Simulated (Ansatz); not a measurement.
The same path of ClF₃H₂OW (8 atoms, charge 0, multiplicity 1) was run twice with different band settings. Lost on the way: W1–Cl2, W1–H3. Made: Cl2–H3.

These are results of Ansatz 0.2.0, RKS B3LYP-D4/def2-SVP, not measurements.

Relaxed end points:

```xyz
8
Properties=species:S:1:pos:R:3
W 0.060 -0.030 0.137
Cl 0.835 -0.075 2.331
H 1.676 0.331 -0.275
F 0.028 1.804 0.459
F -1.774 0.219 -0.228
O 0.155 -1.872 0.297
H 0.325 -2.545 0.970
F 0.168 -0.200 -1.727
```

```xyz
8
Properties=species:S:1:pos:R:3
W -0.665 0.055 -0.657
Cl 2.185 -1.172 2.367
H 2.036 0.047 1.957
F -0.642 1.873 -1.049
F -2.182 0.311 0.378
O -0.121 -1.451 0.227
H 0.506 -1.759 0.908
F 0.357 -0.270 -2.168
```

Common settings: movable images 5; climbing image yes; optimiser quadratic models (default); start path through a guess of the saddle point; force threshold 0.05 eV/Å; iteration limit 60; end points relaxed.

| run | spring |
| --- | --- |
| 1 | 5.0 eV/Å² |
| 2 | 20.0 eV/Å² |

What does each run give, and how far can it be trusted?

Run 1: converged after 23 iterations, highest image 1.034 eV above the first end. A vibrational analysis at the climbing image gives one clearly imaginary mode, 279i cm⁻¹: a first-order saddle point.
Run 2: converged after 21 iterations, highest image 1.034 eV above the first end. Another band between the same ends (5 images) ends at a top of the same energy, where a vibrational analysis finds 1 clearly imaginary mode.
The orbitals stay closed-shell, which can raise the energy where a bond breaks towards radicals; this wasn't checked here.
